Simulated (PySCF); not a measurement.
Ligands exchanged one at a time, Ga H-Cl. Gas-phase values, no solvent. Strings in code marks are SMILES.

The T1 excitation (TDA) from two functionals at the same geometries (B3LYP-D3(BJ)/def2-TZVP), both in PySCF: PBE-D3(BJ)/def2-TZVP and B3LYP-D3(BJ)/def2-TZVP. B3LYP has the VWN-RPA correlation part, as in Gaussian. Excitations are Tamm–Dancoff values on a coarser integration grid. The basis has no diffuse functions, so Rydberg states are missing or too high.

```csv
species,PBE-D3(BJ)/def2-TZVP (eV)
1 of 3 H replaced by Cl (`[Cl][GaH2]`),4.35
2 of 3 H replaced by Cl,5.12
3 of 3 H replaced by Cl (`[Cl][Ga]([Cl])[Cl]`),4.82
```

Task: What does B3LYP-D3(BJ)/def2-TZVP give for each?

Result: 
- 1 of 3 H replaced by Cl (`[Cl][GaH2]`): 4.71
- 2 of 3 H replaced by Cl: 5.54
- 3 of 3 H replaced by Cl (`[Cl][Ga]([Cl])[Cl]`): 5.27
Over these rows, drawn at random from the members with no instability flagged (it was tested for open shells, ions and some series alone), PBE minus B3LYP-D3(BJ): mean -0.41 eV, from -0.45 eV to -0.36 eV.
